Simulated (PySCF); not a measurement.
# Electron correlation in Cd (cadmium, neutral)

[Kr] 4d10 5s2, closed-shell 1S. All numbers are calculated (PySCF 2.14, a scalar-relativistic core potential, in def2-QZVPPD with the def2 core potential (28 electrons) (7s5p4d4f2g, 88 functions)). Frozen: nothing; 20 electrons correlated.

```csv
level,correlation energy (mhartree)
CCSD,-756.90
(T),-25.90
CCSD(T),-782.80
```

Diagnostics: T1 = 0.017, D1 = 0.0709, largest double amplitude 0.053.

Cost of the coupled-cluster step: about 30 core-seconds, for 20 correlated electrons.

The basis has no tight functions for the innermost shells, so their pair energies are far from complete.

This basis was not built for core-valence correlation, so the inner-shell part is incomplete.
